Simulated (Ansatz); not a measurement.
H₉NOSi₃ (`N[SiH]([SiH3])O[SiH3]`), relaxed with RKS PBE0-D4/def2-TZVP in the Gaussian-basis code of Ansatz from a GFN2-xTB geometry. The force threshold is 0.005 eV/Å; the program also tests the step.

Total charge 0; spin multiplicity 1.

Start:

```xyz
14

N    -1.956   -0.365    0.267
Si   -0.552   -0.277   -0.732
Si   -0.077    1.936   -1.107
O     0.633   -0.991    0.128
Si    1.650   -1.294    1.341
H    -2.154   -1.227    0.753
H    -2.815    0.060   -0.042
H    -0.594   -1.169   -1.906
H    -1.297    2.741   -1.262
H     0.675    2.137   -2.353
H     0.710    2.599   -0.060
H     1.367   -0.383    2.450
H     2.990   -1.081    0.797
H     1.420   -2.687    1.725
```

Question: By how much does the energy fall, and how many steps does the optimiser take? (Estimate.)

Answer: Computed: 0.28 eV, in 38 steps, 1 of them rejected.

Question: Which bonds change most? (An estimate is asked.)

Answer: Ansatz gave: Si2–Si3 from 2.295 to 2.343 Å; Si5–H12 from 1.463 to 1.489 Å; Si5–H14 from 1.463 to 1.487 Å; Si3–H11 from 1.468 to 1.492 Å.

Question: Give the relaxed structure. (Best estimate.)

Answer: Computed: 
```xyz
14

N    -1.887   -0.475    0.262
Si   -0.535   -0.329   -0.772
Si   -0.185    1.958   -1.140
O     0.862   -0.982   -0.194
Si    1.660   -1.265    1.204
H    -2.419   -1.326    0.343
H    -2.054    0.151    1.031
H    -0.847   -1.091   -2.006
H    -1.256    2.527   -2.003
H     1.132    2.210   -1.785
H    -0.208    2.682    0.164
H     1.608   -0.069    2.089
H     3.074   -1.575    0.881
H     1.057   -2.416    1.927
```
